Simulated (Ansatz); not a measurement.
Consider the substitution at a C–S bond: `CSc1ccccc1` + `O[SiH](F)[SeH]` → `CO[SiH](F)[SeH]` + `Sc1ccccc1`.

Gas-phase electronic energies from Ansatz, PBE0-D4/def2-TZVP geometries. CBS: MP2 limit from def2 TZ/QZ plus the TZ coupled-cluster correction, frozen cores. Functionals use def2-TZVPP. B3LYP here is the variant with VWN-RPA as its local correlation; programs differ in this. For Se outer-core shells are correlated without core-valence functions, which leaves a few kJ/mol of doubt a bond. Scalar relativity is left out up to krypton. One conformer a species, not always the lowest.

Question: Is it downhill or uphill in electronic energy at CCSD(T)/CBS, and by how much? (Best estimate.)

Answer: Computed: Uphill: ΔE = +14.1 kcal/mol.

Question: What do these levels give: r2SCAN-D4, PBE0-D4, ωB97X-V, ωB97M-V, r2SCAN, B3LYP, HF/def2-TZVPP, MP2/def2-TZVPP, CCSD/def2-TZVPP, CCSD(T)/def2-TZVPP, MP2/def2-QZVPP, MP2/CBS(def2)? (Best estimate.)

Answer: Computed: r2SCAN-D4 14.1, PBE0-D4 14.1, ωB97X-V 12.7, ωB97M-V 13.5, r2SCAN 14.0, B3LYP 12.2, HF/def2-TZVPP 10.0, MP2/def2-TZVPP 15.2, CCSD/def2-TZVPP 12.6, CCSD(T)/def2-TZVPP 13.3, MP2/def2-QZVPP 15.7, MP2/CBS(def2) 16.0 kcal/mol.

Largest T1 diagnostic among the species: 0.011.

In def2-TZVPP, CCSD(T) changes the Hartree–Fock value by +3.3 kcal/mol (the triples alone add +0.6 kcal/mol) and MP2 by +5.3 kcal/mol.
